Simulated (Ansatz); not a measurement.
A run on Al2BrH3Si with other settings.

```yaml
crystal:
  periodic: [false, false, false]
  atoms:
    - {symbol: Br, position_ang: [-1.283816, -1.575140, 0.986744]}
    - {symbol: Si, position_ang: [-1.016715, 0.138772, -0.674268]}
    - {symbol: Al, position_ang: [0.672296, 0.013122, 1.228091]}
    - {symbol: Al, position_ang: [1.275594, -0.137816, -1.186441]}
    - {symbol: H, position_ang: [-2.465756, 0.437960, -0.906383]}
    - {symbol: H, position_ang: [0.824791, 0.321806, 2.774415]}
    - {symbol: H, position_ang: [2.054807, 0.733297, -2.267857]}
basis:
  gaussian: {orbitals: def2-TZVP, point_charges: [{charge: -1.00, position_ang: [6.618, 0.342, 0.234]}]}
hamiltonian: {xc: {name: revPBE0}, dispersion: d4}
accuracy: high
output: {forces: true}
```

```sh
$ ansatz run in.yaml --threads 2 --pin off --events-out ev --progress --plain --max-ram 4352MiB
```

Shortened log:

```
Functional definition: revPBE0
2993 factors; integrals over basis functions are off by at most 4.4e-9 eV
mean field evaluation 1: about -91156.8520 eV, gradient 1.9e1 eV
mean field evaluation 2: about -91156.1003 eV, gradient 2.3e1 eV
mean field evaluation 4: about -91158.2037 eV, gradient 1.1e0 eV
mean field evaluation 8: about -91158.3334 eV, gradient 1.9e-1 eV
mean field evaluation 16: about -91158.3336 eV, gradient 1.0e-4 eV
mean field -91158.33355048 eV, -3350.0069686424 hartree, gradient 8.5e-8 eV, S^2 0.000000; 0 other end points of the search recorded, 0 dependent functions left out
reference -91158.33355403 eV, -3350.0069687729 hartree; 39, 39 occupied and 138, 138 virtual orbitals, 2993 factors
Total energy: -91158.85358279 eV, -3350.0260794772 hartree
Atom 0 at    -1.283816    -1.575140     0.986744 Å, force    -0.168731    -0.181525     0.080702 eV/Å
Atom 1 at    -1.016715     0.138772    -0.674268 Å, force    -0.023799     0.184396    -0.108919 eV/Å
Atom 2 at     0.672296     0.013122     1.228091 Å, force     0.266915     0.039732     0.005564 eV/Å
Atom 3 at     1.275594    -0.137816    -1.186441 Å, force     0.308383     0.044000     0.013218 eV/Å
Atom 4 at    -2.465756     0.437960    -0.906383 Å, force    -0.155410    -0.036349     0.008270 eV/Å
Atom 5 at     0.824791     0.321806     2.774415 Å, force    -0.067187     0.008962     0.025012 eV/Å
Atom 6 at     2.054807     0.733297    -2.267857 Å, force    -0.093538    -0.045775    -0.020231 eV/Å
Dipole moment:     0.489581    -0.038415    -0.057603 e Å
```

It took 20 s on 2 threads of an Arm Neoverse V2 on a shared host, with 0.93 GiB of host memory at the peak.
